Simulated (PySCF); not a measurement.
# Correlation energy of Br⁺ (bromine, charge +1)

[Ar] 3d10 4s2 4p4, high-spin 3P determinant. Calculation: PySCF 2.14, in 6-31G* (5s4p3d, 32 functions); no relativity, point nucleus. Frozen: [Ar] 3d10; 6 electrons correlated.

MP2 pair energies summed by pair of shells (mhartree):

```tsv
pair	energy	share (%)
4p-4p	-35.00	48.9
4s-4p	-31.07	43.4
4s-4s	-5.45	7.6
```

Total MP2 correlation energy: -71.52 mhartree.

Same-spin part -17.55 and opposite-spin part -53.97 mhartree; SCS-MP2 scales them by 1/3 and 6/5 to -70.61 mhartree.

| level | correlation energy (mhartree) |
| --- | --- |
| CCSD | -87.24 |
| (T) | -0.95 |
| CCSD(T) | -88.19 |

Diagnostics: T1 = 0.0060, D1 = 0.0201, largest double amplitude 0.053.

Cost of the coupled-cluster step: 0.14 s of wall time on 1 thread of Neoverse-V1 (shared host), for 6 correlated electrons.
